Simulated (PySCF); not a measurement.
dimethyl telluride (C2H6Te), SMILES C[Te]C.

Geometry: B3LYP-D3(BJ)/def2-SVP. The def2 effective core potentials stand for the cores of Te; spin–orbit coupling is left out.

Level of theory: PySCF with PBE/def2-TZVPD.

Symmetry labels are those of the subgroup C2v that the program uses (full group C2v).

Q: List the valence orbital energies around the gap with their symmetry. (Estimate from the structure and the level; the computed values follow.)

A: 
```csv
orbital,symmetry,energy (eV)
HOMO−7,A1,-13.99
HOMO−6,A1,-10.30
HOMO−5,B2,-10.26
HOMO−4,B1,-9.96
HOMO−3,A2,-9.88
HOMO−2,B1,-7.95
HOMO−1,A1,-7.18
HOMO,B2,-4.68
LUMO,B1,-1.45
LUMO+1,A1,-0.70
LUMO+2,A1,-0.20
LUMO+3,B2,0.42
```
